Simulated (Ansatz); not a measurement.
GaCl2(SiH3) (GaSiH3Cl2). Charge 0, multiplicity 3. Geometry PBE-D4/def2-SVP, that of the neutral singlet; atoms count from 1.

```xyz
7

Ga   -0.6823   -0.8176   -0.6409
Cl   -1.1664   -0.5764   -2.7397
Cl   -1.4909   -2.6341    0.2217
Si    0.6266    0.7682    0.6017
H     0.2198    0.7297    2.0467
H     0.4173    2.1427    0.0342
H     2.0759    0.3875    0.4762
```

At PBE0-D4/def2-TZVP a singlet of charge 0 lies 4.46 eV below the triplet at the same geometry.

Q: Estimate the Mulliken populations from the PBE0/def2-TZVP orbitals of Ansatz.

A: 
```
atom  charge (e)  spin (α − β)
 Ga1        0.27          0.91
 Cl2       -0.20          0.19
 Cl3       -0.20          0.19
 Si4        0.02          0.57
  H5        0.04          0.03
  H6        0.04          0.03
  H7        0.04          0.08
```
Mulliken values and Mayer orders depend strongly on the basis.

Q: Where does the spin sit?

A: Summed by element: Ga 0.91, Cl 0.38, Si 0.57, H 0.14, of 2 unpaired in all. Largest on single atoms: Ga1 0.91, Si4 0.57, Cl2 0.19.

Q: And the Mayer bond orders between bonded heavy atoms (over 0.3)?

A: Ga1–Cl2 1.05 (2.17 Å); Ga1–Cl3 1.05 (2.17 Å); Ga1–Si4 0.87 (2.40 Å).
